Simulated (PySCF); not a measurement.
The dipole of `COCC(F)(F)F` (MeOCH2CF3) from its density and from atomic charges.

Coordinates (PBE0-D3(BJ)/def2-TZVP, Å) and charges (e) from the PBE0/pcSseg-2 density (PySCF):

| atom | x | y | z | Mulliken | IAO | Hirshfeld | ESP-fitted |
| --- | --- | --- | --- | --- | --- | --- | --- |
| C1 | 1.707 | -0.209 | -0.092 | +0.1451 | -0.2159 | -0.0497 | -0.1992 |
| O2 | 0.615 | -0.087 | -0.977 | -0.4258 | -0.3849 | -0.1416 | -0.2036 |
| C3 | -0.488 | 0.582 | -0.467 | +0.1456 | -0.1021 | -0.0270 | -0.3129 |
| C4 | -1.403 | -0.293 | 0.374 | +0.6904 | +0.8100 | +0.2461 | +0.5512 |
| F5 | -2.494 | 0.402 | 0.720 | -0.2471 | -0.2918 | -0.0951 | -0.2091 |
| F6 | -0.819 | -0.710 | 1.508 | -0.2537 | -0.2909 | -0.0878 | -0.1746 |
| F7 | -1.802 | -1.379 | -0.288 | -0.2381 | -0.2798 | -0.0914 | -0.1642 |
| H8 | 2.554 | -0.549 | -0.687 | +0.0506 | +0.1661 | +0.0566 | +0.1293 |
| H9 | 1.515 | -0.932 | 0.705 | +0.0373 | +0.1423 | +0.0369 | +0.1140 |
| H10 | 1.955 | 0.760 | 0.360 | +0.0086 | +0.1276 | +0.0427 | +0.1064 |
| H11 | -0.209 | 1.448 | 0.148 | +0.0264 | +0.1414 | +0.0500 | +0.1742 |
| H12 | -1.087 | 0.931 | -1.311 | +0.0609 | +0.1781 | +0.0598 | +0.1885 |

Problem. Form Σ q r in debye for every column and set it beside the full dipole.

Solution. The full density gives (1.61, 1.50, 0.03) D, 2.20 D in size; dipole vectors point from the negative to the positive end.

| scheme | μx | μy | μz | size (D) | share of the full size (%) | angle to the full dipole (°) |
| --- | --- | --- | --- | --- | --- | --- |
| Mulliken | 1.59 | 1.62 | 0.09 | 2.27 | 103 | 3 |
| IAO | 2.14 | 2.40 | -0.01 | 3.22 | 147 | 5 |
| Hirshfeld | 0.86 | 0.86 | 0.02 | 1.22 | 55 | 2 |
| ESP-fitted | 1.66 | 1.50 | 0.05 | 2.24 | 102 | 1 |

Problem. Which set comes closest?

Solution. Length of the difference vector: ESP-fitted 0.05 D, Mulliken 0.14 D, Hirshfeld 0.98 D, IAO 1.05 D. Closest: ESP-fitted. The schemes that divide the density aren't constrained to reproduce the dipole.

Problem. What is left for the Hirshfeld atoms' own dipoles?

Solution. The Hirshfeld atoms' densities add up to the full density, so μ = Σ q r + Σ (atomic dipoles). The atomic dipoles sum to (1.61, 1.50, 0.03) − (0.86, 0.86, 0.02) = (0.75, 0.64, 0.01) D, 0.98 D in size.

Problem. With the origin at the mean of the coordinates, (0.004, -0.003, -0.001) Å, which are the largest single terms, by size, of the Mulliken dipole along the direction of the full one?

Solution. C4 -4.05, F7 +2.59, F5 +1.83, F6 +1.29, C1 +0.77 D; all 12 atoms together +2.27 D. The single terms depend on the origin, their sum doesn't.

Problem. Give the size of the full dipole in other units.

Solution. 2.20 D = 0.864 au = 0.457 e·Å = 7.32 × 10⁻³⁰ C·m.

Isolated species at its PBE0-D3(BJ)/def2-TZVP geometry (one conformer only).

The run behind these numbers computed NMR shieldings as well. Hardware: one thread of an Arm Neoverse V1, shared host with 32 logical CPUs at a one-minute load of 11. Cost: 45 s wall, 1.3 GiB resident at most.

The values belong to the conformer `[CH3:1][O:2][CH2:3][C:4]([F:5])([F:6])[F:7]`: C1–O2–C3–C4 -83°, O2–C3–C4–F5 -174°.
